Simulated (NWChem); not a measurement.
System: CH3FOSi, singlet; SMILES [Si](OC)F

The following NWChem deck was run.

```
start job
memory heap 200 mb stack 900 mb global 1100 mb
geometry units angstroms noautoz
  Si     0.647402    -0.845201     0.000266
  F     -0.957986    -1.212780    -0.000099
  O      0.591616     0.805225     0.000030
  C     -0.477025     1.721982    -0.000954
  H     -1.452434     1.210777     0.002463
  H     -0.406518     2.367963     0.888180
  H     -0.409974     2.362279    -0.894449
end
basis spherical
  * library def2-tzvp
end
dft
  xc xpbe96 cpbe96
  iterations 150
  mulliken
end
task dft energy
```

Excerpt of the output:

```
             Northwest Computational Chemistry Package (NWChem) 7.3.0
             --------------------------------------------------------

 C1  symmetry detected

                             Geometry "geometry" -> ""
                             -------------------------

 Output coordinates in angstroms (scale by  1.889725989 to convert to a.u.)

  No.       Tag          Charge          X              Y              Z
 ---- ---------------- ---------- -------------- -------------- --------------
    1 Si                  14.0000     0.65817715    -0.83515726    -0.00007742
    2 F                    9.0000    -0.94185730    -1.22538131     0.00007057
    3 O                    8.0000     0.57907865     0.81431582     0.00020440
    4 C                    6.0000    -0.50240837     1.71588319    -0.00008898
    5 H                    1.0000    -1.47049605     1.19094708     0.00355317
    6 H                    1.0000    -0.44068607     2.36253346     0.88921173
    7 H                    1.0000    -0.44476125     2.35732726    -0.89341742

 Effective nuclear repulsion energy (a.u.)     161.7860096787

  pbe96 is a nonlocal functional; adding pw91lda local functional.

                                 NWChem DFT Module
                                 -----------------

 Summary of "ao basis" -> "ao basis" (spherical)
 ------------------------------------------------------------------------------
       Tag                 Description            Shells   Functions and Types
 ---------------- ------------------------------  ------  ---------------------
 Si                        def2-tzvp                13       37   5s5p2d1f
 F                         def2-tzvp                11       31   5s3p2d1f
 O                         def2-tzvp                11       31   5s3p2d1f
 C                         def2-tzvp                11       31   5s3p2d1f
 H                         def2-tzvp                 4        6   3s1p

            General Information
            -------------------
          SCF calculation type: DFT
          Wavefunction type:  closed shell.
          No. of atoms     :     7
          No. of electrons :    40
           Alpha electrons :    20
            Beta electrons :    20
          Charge           :     0
          Spin multiplicity:     1
          Use of symmetry is: off; symmetry adaption is: off
          Maximum number of iterations: 150
          AO basis - number of functions:   148
                     number of shells:    58
          Convergence on energy requested:  1.00D-06
          Convergence on density requested:  1.00D-05
          Convergence on gradient requested:  5.00D-04

              XC Information
              --------------
          PerdewBurkeErnzerhof Exchange Functional  1.000
            Perdew 1991 LDA Correlation Functional  1.000 local
           PerdewBurkeErnz. Correlation Functional  1.000 non-local

             Grid Information
             ----------------
          Grid used for XC integration:  medium
          Radial quadrature: Mura-Knowles
          Angular quadrature: Lebedev.
          Tag              B.-S. Rad. Rad. Pts. Rad. Cut. Ang. Pts.
          ---              ---------- --------- --------- ---------
          Si                  1.10       88          11.0       590
          F                   0.50       49          11.0       434
          O                   0.60       49           8.0       434
          C                   0.70       49          10.0       434
          H                   0.35       45          11.0       434
          Grid pruning is: on
          Number of quadrature shells:   370
          Spatial weights used:  Erf1

      Superposition of Atomic Density Guess
      -------------------------------------

 Sum of atomic energies:        -502.20855192

      Non-variational initial energy
      ------------------------------

 Total energy =    -503.333904
 1-e energy   =   -1016.390451
 2-e energy   =     351.270538
 HOMO         =      -0.305173
 LUMO         =      -0.025060

     ---------------------------------------------
      Total Density - Mulliken Population Analysis
     ---------------------------------------------

    Atom       Charge   Shell Charges
 -----------   ------   -------------------------------------------------------
    1 Si  14    13.08   2.00  0.59  1.38  1.05  0.88  4.09  1.75  0.36  0.52  0.17  0.12  0.09  0.06
    2 F    9     9.54   0.77  1.20  0.61  1.02  0.30  2.38  2.36  0.89  0.00  0.00  0.00
    3 O    8     8.62   0.79  1.18  0.59  0.96  0.20  1.99  2.18  0.70  0.00  0.02  0.00
    4 C    6     6.18   0.86  1.12  0.54  0.65  0.13  1.13  1.28  0.38  0.02  0.07  0.01
    5 H    1     0.86   0.25  0.45  0.14  0.02
    6 H    1     0.86   0.25  0.46  0.14  0.02
    7 H    1     0.86   0.25  0.46  0.14  0.02

   convergence    iter        energy       DeltaE   RMS-Dens  Diis-err
 ---------------- ----- ----------------- --------- --------- ---------
 d= 0,ls=0.0,diis     1   -504.1552332845 -6.66D+02  9.12D-03  1.38D+00
 d= 0,ls=0.0,diis     2   -503.8010303553  3.54D-01  6.04D-03  5.08D+00
 d= 0,ls=0.0,diis     3   -504.2560189107 -4.55D-01  1.17D-03  1.20D-01
 d= 0,ls=0.0,diis     4   -504.2620613984 -6.04D-03  6.83D-04  3.48D-02
 d= 0,ls=0.0,diis     5   -504.2653195230 -3.26D-03  2.63D-04  6.45D-03
  Resetting Diis
 d= 0,ls=0.0,diis     6   -504.2658691425 -5.50D-04  8.27D-05  8.20D-04
 d= 0,ls=0.0,diis     7   -504.2659456257 -7.65D-05  4.95D-05  2.01D-05
 d= 0,ls=0.0,diis     8   -504.2659432142  2.41D-06  2.39D-05  4.53D-05
 d= 0,ls=0.0,diis     9   -504.2659478182 -4.60D-06  5.26D-06  2.45D-06
 d= 0,ls=0.0,diis    10   -504.2659480086 -1.90D-07  9.76D-07  9.54D-08

         Total DFT energy =     -504.265948008615
      One electron energy =    -1019.426445365871
           Coulomb energy =      399.528245249110
    Exchange-Corr. energy =      -46.153757570512
 Nuclear repulsion energy =      161.786009678658

 Numeric. integr. density =       39.999995419111

                       DFT Final Molecular Orbital Analysis
                       ------------------------------------

 Vector   18  Occ=2.000000D+00  E=-2.825103D-01
              MO Center=  7.8D-02,  8.7D-01,  1.4D-03, r^2= 2.1D+00
   Bfn.  Coefficient  Atom+Function         Bfn.  Coefficient  Atom+Function
  ----- ------------  ---------------      ----- ------------  ---------------
    74      0.313038  3 O  px                77      0.257425  3 O  px
    75      0.202619  3 O  py                80      0.183624  3 O  px
     4     -0.181064  1 Si s                132      0.171872  5 H  s
    78      0.166418  3 O  py               105     -0.155880  4 C  px
   133      0.122244  5 H  s                108     -0.118869  4 C  px

 Vector   19  Occ=2.000000D+00  E=-2.781184D-01
              MO Center=  2.1D-01,  1.0D+00, -1.4D-03, r^2= 2.0D+00
   Bfn.  Coefficient  Atom+Function         Bfn.  Coefficient  Atom+Function
  ----- ------------  ---------------      ----- ------------  ---------------
    76      0.375414  3 O  pz                79      0.312477  3 O  pz
    82      0.225909  3 O  pz               107     -0.171848  4 C  pz
   144      0.155041  7 H  s                138     -0.154099  6 H  s
    17      0.134310  1 Si pz               110     -0.120275  4 C  pz
   145      0.097193  7 H  s                139     -0.096481  6 H  s

 Vector   20  Occ=2.000000D+00  E=-2.417821D-01
              MO Center=  8.5D-01, -9.5D-01,  6.1D-05, r^2= 2.4D+00
   Bfn.  Coefficient  Atom+Function         Bfn.  Coefficient  Atom+Function
  ----- ------------  ---------------      ----- ------------  ---------------
     5      0.496028  1 Si s                  4      0.456587  1 Si s
     3     -0.270784  1 Si s                 15      0.209291  1 Si px
    16     -0.178982  1 Si py                43     -0.170366  2 F  px
    75      0.154615  3 O  py                46     -0.137113  2 F  px
    78      0.127806  3 O  py                49     -0.109613  2 F  px

 Vector   21  Occ=0.000000D+00  E=-8.716554D-02
              MO Center=  7.0D-01, -8.1D-01, -3.5D-04, r^2= 2.9D+00
   Bfn.  Coefficient  Atom+Function         Bfn.  Coefficient  Atom+Function
  ----- ------------  ---------------      ----- ------------  ---------------
    20      0.519157  1 Si pz                17      0.503100  1 Si pz
    76     -0.182131  3 O  pz                82     -0.164436  3 O  pz
     8     -0.160538  1 Si pz                14      0.160891  1 Si pz
    79     -0.149413  3 O  pz                45     -0.147634  2 F  pz
    51     -0.136266  2 F  pz               145     -0.117211  7 H  s

 Vector   22  Occ=0.000000D+00  E=-1.114166D-02
              MO Center=  7.2D-01, -8.1D-01, -4.3D-05, r^2= 4.4D+00
   Bfn.  Coefficient  Atom+Function         Bfn.  Coefficient  Atom+Function
  ----- ------------  ---------------      ----- ------------  ---------------
    18      0.566572  1 Si px                19      0.553811  1 Si py
    73     -0.387673  3 O  s                104      0.329211  4 C  s
   133     -0.285109  5 H  s                 42      0.267781  2 F  s
    15      0.254509  1 Si px                16      0.237558  1 Si py
   139     -0.144616  6 H  s                145     -0.145255  7 H  s

 Vector   23  Occ=0.000000D+00  E= 1.413724D-02
              MO Center=  1.2D-01,  2.1D-01, -6.2D-04, r^2= 6.4D+00
   Bfn.  Coefficient  Atom+Function         Bfn.  Coefficient  Atom+Function
  ----- ------------  ---------------      ----- ------------  ---------------
   104      2.218012  4 C  s                  5     -0.997295  1 Si s
   139     -0.962916  6 H  s                145     -0.967250  7 H  s
    19     -0.792827  1 Si py               133     -0.774985  5 H  s
    73      0.721551  3 O  s                 18      0.506599  1 Si px
    81     -0.346244  3 O  py                16     -0.334657  1 Si py

[...]
```

Level: PBE/def2-TZVP. Low-valent species are run as closed-shell singlets; no triplet was tried in these runs. Coordinates come from a PBE0/def2-SVP optimisation.
